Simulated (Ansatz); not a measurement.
C3H5N, SMILES `CC#CN` (charge 0, multiplicity 1).

Cartesian coordinates (Å):
SMILES: CC#CN
```xyz
9

C     -1.7325    -0.1320     0.5432
C     -0.3075    -0.0119     0.2656
C      0.8679     0.0876     0.0319
N      2.1757     0.2065    -0.3022
H     -2.2738     0.7487     0.1891
H     -1.9378    -0.2427     1.6110
H     -2.1559    -0.9996     0.0312
H      2.7331    -0.6181    -0.1293
H      2.6283     1.0382     0.0498
```
Charge 0, multiplicity 1.

Frozen-core energies in 6-31g from Ansatz (an electronic-structure program) at a geometry from B3LYP-D3(BJ)/def2-TZVP; the HF reference has <S^2> = 0.00 and the T1 diagnostic is 0.011.

| level | energy (Ha) |
|---|---|
| HF | -170.82390 |
| MP2 | -171.19517 |
| CCSD | -171.22646 |
| CCSD(T) | -171.23741 |

### Question
Estimate the energies of CCSDT and CCSDT(Q), and give each level's difference from CCSDT(Q).

### Answer

| level | energy (Ha) | difference from CCSDT(Q) (mHa) |
|---|---|---|
| MP2 | -171.19517 | 44.08 |
| CCSD | -171.22646 | 12.80 |
| CCSD(T) | -171.23741 | 1.85 |
| CCSDT | -171.23785 | 1.41 |
| CCSDT(Q) | -171.23926 | 0.00 |
